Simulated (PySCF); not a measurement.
**Partial charges of `C=C[C@@H]1[C@H]2[C@@H](C#N)[C@@H]12`**

Species: C7H7N.
Numbering: `[CH2:1]=[CH:2][C@@H:3]1[C@H:4]2[C@@H:5]([C:6]#[N:7])[C@@H:8]12` (hydrogens: H9, H10 on C1; H11 on C2; H12 on C3; H13 on C4; H14 on C5; H15 on C8)

Geometry (PBE0-D3(BJ)/def2-SVP, Å), atoms numbered from 1 in this order:
```
atom  x, y, z in Å
C1     1.438    2.310   -0.110
C2     0.923    1.640    0.923
C3     0.168    0.362    0.840
C4     0.540   -0.620   -0.232
C5    -0.754   -1.366   -0.328
C6    -1.298   -2.090    0.807
N7    -1.736   -2.663    1.713
C8    -0.714    0.129   -0.352
H9     1.342    1.956   -1.142
H10    1.980    3.247    0.039
H11    1.050    2.042    1.933
H12   -0.166   -0.040    1.807
H13    1.434   -0.688   -0.849
H14   -0.956   -1.857   -1.287
H15   -1.098    0.832   -1.090
```

Density: PBE0/pcSseg-1 (PySCF); schemes: Mulliken, IAO, Hirshfeld and ESP-fitted. One conformer (not necessarily the lowest) at the PBE0-D3(BJ)/def2-SVP geometry, without solvent, vibrations or thermal averaging.

Task: Give the atomic charges in each scheme.

Result: In e:

```json
{"atom": "C1", "environment": "terminal =CH2 carbon", "Mulliken": "-0.181", "IAO": "-0.316", "Hirshfeld": "-0.099", "ESP-fitted": "-0.452"}
{"atom": "C2", "environment": "alkene CH carbon", "Mulliken": "-0.141", "IAO": "-0.137", "Hirshfeld": "-0.034", "ESP-fitted": "-0.077"}
{"atom": "C3", "environment": "allylic carbon", "Mulliken": "-0.199", "IAO": "-0.121", "Hirshfeld": "-0.026", "ESP-fitted": "-0.115"}
{"atom": "C4", "environment": "sp3 carbon at a ring junction", "Mulliken": "-0.016", "IAO": "-0.129", "Hirshfeld": "-0.040", "ESP-fitted": "-0.117"}
{"atom": "C5", "environment": "sp3 carbon next to a nitrile", "Mulliken": "-0.251", "IAO": "-0.160", "Hirshfeld": "-0.012", "ESP-fitted": "-0.340"}
{"atom": "C6", "environment": "nitrile carbon", "Mulliken": "+0.163", "IAO": "+0.128", "Hirshfeld": "+0.079", "ESP-fitted": "+0.435"}
{"atom": "N7", "environment": "nitrile nitrogen", "Mulliken": "-0.260", "IAO": "-0.247", "Hirshfeld": "-0.227", "ESP-fitted": "-0.474"}
{"atom": "C8", "environment": "sp3 carbon at a ring junction", "Mulliken": "-0.016", "IAO": "-0.128", "Hirshfeld": "-0.040", "ESP-fitted": "-0.121"}
{"atom": "H9", "environment": "vinylic hydrogen", "Mulliken": "+0.122", "IAO": "+0.140", "Hirshfeld": "+0.043", "ESP-fitted": "+0.190"}
{"atom": "H10", "environment": "vinylic hydrogen", "Mulliken": "+0.132", "IAO": "+0.157", "Hirshfeld": "+0.051", "ESP-fitted": "+0.191"}
{"atom": "H11", "environment": "vinylic hydrogen", "Mulliken": "+0.114", "IAO": "+0.156", "Hirshfeld": "+0.054", "ESP-fitted": "+0.144"}
{"atom": "H12", "environment": "methine hydrogen", "Mulliken": "+0.141", "IAO": "+0.147", "Hirshfeld": "+0.043", "ESP-fitted": "+0.157"}
{"atom": "H13", "environment": "methine hydrogen", "Mulliken": "+0.114", "IAO": "+0.167", "Hirshfeld": "+0.069", "ESP-fitted": "+0.180"}
{"atom": "H14", "environment": "methine hydrogen", "Mulliken": "+0.163", "IAO": "+0.176", "Hirshfeld": "+0.070", "ESP-fitted": "+0.218"}
{"atom": "H15", "environment": "methine hydrogen", "Mulliken": "+0.114", "IAO": "+0.168", "Hirshfeld": "+0.069", "ESP-fitted": "+0.182"}
```

Mean size of the charges over all atoms: ESP-fitted 0.226 e, IAO 0.165 e, Mulliken 0.142 e, Hirshfeld 0.064 e. Each set sums to the total charge, 0, to within 0.001 e. The IAO scheme projects the occupied orbitals on a minimal set of polarised atomic orbitals and counts the electrons in each atom's part of it. The Hirshfeld scheme weights the molecular density at each point by an atom's share of the summed free-atom densities.

Lowest charge. The schemes don't all agree: Mulliken N7 (-0.260); IAO C1 (-0.316); Hirshfeld N7 (-0.227); ESP-fitted N7 (-0.474).

Highest charge. The schemes don't all agree: Mulliken C6 and H14 (+0.163); IAO H14 (+0.176); Hirshfeld C6 (+0.079); ESP-fitted C6 (+0.435).

Task: Sum the charges by element, for elements with more than one atom.

Result: 
```csv
element,atoms,Mulliken,IAO,Hirshfeld,ESP-fitted
C,7,-0.642,-0.863,-0.172,-0.787
H,7,+0.902,+1.110,+0.398,+1.262
```

Task: How closely do the schemes follow one another over all atoms?

Result: Correlation coefficient and root-mean-square difference: IAO with ESP-fitted 0.93, 0.117 e; Mulliken with ESP-fitted 0.92, 0.130 e; Mulliken with IAO 0.92, 0.067 e; Hirshfeld with ESP-fitted 0.89, 0.192 e; IAO with Hirshfeld 0.88, 0.109 e; Mulliken with Hirshfeld 0.83, 0.101 e.
